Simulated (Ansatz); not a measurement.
Ansatz (a first-principles code) job for difluoromethyl(methyl)silane (C₂H₆F₂Si), SMILES C[SiH2]C(F)F, PBE0/def2-SVPD. Geometry: B3LYP-D3(BJ)/def2-SVP. One conformer was computed; it need not be the lowest.

Ansatz 0.2 input:
```yaml
crystal:
  periodic: [false, false, false]
  atoms:
    - {symbol: C, position_ang: [-0.96227089, -1.75566579, 0.00000010]}
    - {symbol: Si, position_ang: [0.70623116, -0.89901092, -0.00000007]}
    - {symbol: C, position_ang: [0.37258105, 0.99696789, -0.00000004]}
    - {symbol: F, position_ang: [-0.37215387, 1.31621465, -1.10853294]}
    - {symbol: F, position_ang: [-0.37215364, 1.31621465, 1.10853302]}
    - {symbol: H, position_ang: [-1.53624709, -1.45821266, 0.89131927]}
    - {symbol: H, position_ang: [-0.85723357, -2.85154996, 0.00000008]}
    - {symbol: H, position_ang: [-1.53624727, -1.45821266, -0.89131896]}
    - {symbol: H, position_ang: [1.50728359, -1.21822505, -1.21633988]}
    - {symbol: H, position_ang: [1.50728384, -1.21822506, 1.21633956]}
    - {symbol: H, position_ang: [1.26483088, 1.65090195, -0.00000013]}
basis:
  gaussian:
    orbitals: def2-SVPD
hamiltonian:
  xc: {name: PBE0}
```

Program output:

```
WARN ansatz: RAYON_NUM_THREADS=1 ignored (pool sized by the plan → 1); use --threads N
Functional definition: PBE0
integrals: 0.09 GiB planned
1337 factors; their error is unknown
mean field: 0.75 GiB planned
mean field evaluation 1: about -15459.7741 eV, gradient 4.6e1 eV
mean field evaluation 2: about -15457.8077 eV, gradient 5.4e1 eV
mean field evaluation 4: about -15464.2695 eV, gradient 2.5e0 eV
mean field evaluation 8: about -15464.3649 eV, gradient 4.6e-2 eV
mean field evaluation 16: about -15464.3649 eV, gradient 2.0e-5 eV
mean field -15464.36494621 eV, -568.3049296501 hartree, gradient 2.0e-5 eV, S^2 0.000000; 0 other end points of the search recorded, 0 dependent functions left out
reference -15464.36498285 eV, -568.3049309965 hartree; 25, 25 occupied and 133, 133 virtual orbitals, 1337 factors
Total energy: -15464.36498285 eV, -568.3049309965 hartree
```

The run converged.

Cost: about 7 core-seconds (a rough figure).
